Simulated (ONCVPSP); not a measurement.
# Transferability test, ONCV potential for Li (Z = 3)

```json
{
 "Element": "Li (Z = 3)",
 "Generator": "ONCVPSP 4.0.1",
 "Type": "optimised norm-conserving Vanderbilt (ONCV)",
 "Functional": "BLYP",
 "Relativity": "scalar-relativistic",
 "Frozen core": "none",
 "Valence charge": "3",
 "Reference configuration": "1s2 (charge +1)",
 "Partial waves": "1s: rc 0.55 bohr, ncon 4, nbas 8, qcut 19.3 1/bohr, 2 projectors, debl 3.6 Ha; p scattering state at 0.43 Ha: rc 0.45 bohr, ncon 3, nbas 7, qcut 17.5 1/bohr, 2 projectors, debl 0.4 Ha; d scattering state at 0.35 Ha: rc 0.55 bohr, ncon 4, nbas 7, qcut 16.5 1/bohr, 3 projectors, debl 3.2 Ha",
 "Local potential": "polynomial inside 0.45 bohr (lpopt 5, dvloc0 1 Ha)",
 "Core correction": "none"
}
```

Energies are relative to the spin-unpolarised reference configuration 1s2; without spin polarisation the order of configurations can differ from experiment.

Task: Give the all-electron excitation energy and the error of the potential for: 1s2 2s1; 1s2 2s0.5; 1s2 2p1; 1s1 2s1.

Result:

```json
{"valence configuration": "1s2 2s1", "charge": "0", "ΔE all-electron (eV)": "-5.322", "error AE − PS (meV)": "+0.1"}
{"valence configuration": "1s2 2s0.5", "charge": "+0.5", "ΔE all-electron (eV)": "-3.312", "error AE − PS (meV)": "+0.1"}
{"valence configuration": "1s2 2p1", "charge": "0", "ΔE all-electron (eV)": "-3.524", "error AE − PS (meV)": "0.0"}
{"valence configuration": "1s1 2s1", "charge": "+1", "ΔE all-electron (eV)": "63.383", "error AE − PS (meV)": "+53"}
```

Levels in the configuration 1s2 2s1:

```json
{"level": "1s", "all-electron (eV)": "-52.066", "pseudo (eV)": "-52.069"}
{"level": "2s", "all-electron (eV)": "-2.754", "pseudo (eV)": "-2.754"}
```

Note: ghosts flagged at negative energy: s at -58.4 eV; GHOST(+) flags only above 600 eV. A true bound ghost makes a file unfit for plane-wave use.
